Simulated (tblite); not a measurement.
Compound: C₇H₇OS (doublet state).
Z-matrix (Å and degrees, GFN2-xTB geometry), rows numbered from 1:
```
C 
S   1  1.8150
C   2  1.7401  1  104.91
C   3  1.4036  2  124.52  1    -0.82
C   4  1.3623  3  120.33  2   179.73
C   5  1.4505  4  122.28  3    -0.05
O   6  1.2354  5  122.26  4  -179.61
C   6  1.4516  5  115.20  4     0.34
C   8  1.3582  6  121.74  5    -0.36
H   1  1.0859  2  109.99  3    62.68
H   1  1.0856  2  105.67  3  -178.78
H   1  1.0858  2  109.89  3   -60.29
H   4  1.0796  3  120.23  2    -0.16
H   5  1.0798  4  120.71  3  -179.98
H   8  1.0793  6  117.14  5   179.82
H   9  1.0811  3  118.16  2     0.15
```

Calculated harmonic vibrations of the isolated species, GFN2-xTB (tblite), most abundant isotopes, no scaling. Errors from tens to a few hundred cm⁻¹ against measured bands are possible. One conformer, not necessarily the lowest. Open shells enter through the occupations alone, without spin polarisation, and single modes of such species can be off by tens of per cent.

Harmonic wavenumbers (cm⁻¹): 50.1, 94.5, 183.1, 205.7, 253.9, 291.3, 345.2, 370.5, 440.8, 454.2, 595.4, 640.0, 671.8, 733.5, 772.5, 817.1, 830.6, 901.8, 916.2, 927.2, 943.1, 959.0, 1095.4, 1106.2, 1179.8, 1217.2, 1289.5, 1312.2, 1372.6, 1417.2, 1443.0, 1444.9, 1476.5, 1569.7, 1580.1, 3032.5, 3042.5, 3059.9, 3069.9, 3083.4, 3097.1, 3100.6.

A = 4120, B = 794.4, C = 668.8 MHz; mass 139.022 u (most abundant isotopes); point group Cs, symmetry number 1; spin multiplicity 2.

Question: Zero-point energy?

Answer: ½Σν̃ = 25694 cm⁻¹ = 307.37 kJ/mol.

Question: Give the ideal-gas entropy at 298.15 K and 1 bar in the rigid-rotor, harmonic-oscillator model (classical rotation).

Answer: Translation 170.40, rotation 122.91, vibration 95.57, spin (R ln 2) 5.76: S = 394.6 J/(mol K).

Question: And Cp and H(298.15 K) − H(0)?

Answer: Cp = 144.78 J/(mol K), of which vibrations give 111.52 (their classical limit is 42 R = 349.2); H(298.15 K) − H(0) = 25.71 kJ/mol without the zero-point energy, 15.79 from vibrations.

Question: Blend soft modes into free rotors: weight 1/[1 + (100 cm⁻¹/ν̃)⁴] for the oscillator and the rest for a rotor with moment μB/(μ + B), μ = h/(8π²ν), B = 10⁻⁴⁴ kg m². What vibrational entropy results?

Answer: 89.13 J/(mol K) in place of 95.57, which changes −T·S at 298.15 K by +1.92 kJ/mol.

Question: Which modes carry the vibrational entropy at 298.15 K?

Answer: 50.1 cm⁻¹: 20.14; 94.5 cm⁻¹: 14.91; 183.1 cm⁻¹: 9.61; 205.7 cm⁻¹: 8.71; 253.9 cm⁻¹: 7.13; 291.3 cm⁻¹: 6.14 J/(mol K); the other 36 give 28.94 together.

Hindered rotation and anharmonicity are outside this model. Other conformers, if any are populated, would add a mixing term that is left out.
